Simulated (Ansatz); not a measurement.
Cartesian coordinates (Å):
SMILES: C1(SSS1)C=C
```xyz
10

C     -1.8080    -0.1577     0.0432
C     -0.5399     0.0228     0.4277
C      0.6020    -0.0328    -0.5168
S      1.9200    -1.2502    -0.0332
S      2.8567     0.4131     0.8959
S      1.6693     1.4883    -0.4972
H     -2.6323    -0.1122     0.7556
H     -2.0644    -0.3574    -1.0002
H     -0.2835     0.2227     1.4717
H      0.2800    -0.2367    -1.5466
```
Charge 0, multiplicity 1.

Calculation: frozen-core CCSD(T)/cc-pVTZ // PBE-D3(BJ)/def2-TZVP (Ansatz, a quantum-chemistry and plane-wave program).

The HF energy is -1308.55626 Ha and the MP2 correlation energy is -1.00090 Ha.

Problem. Estimate the CCSD correlation energy, the (T) correction, the total energy and the T1 diagnostic.

Solution. 
| Property | Result |
|---|---|
| CCSD correlation energy | -1.05494 Ha |
| (T) correction | -0.05696 Ha |
| CCSD(T) total energy | -1309.66816 Ha |
| T1 diagnostic | 0.013 |
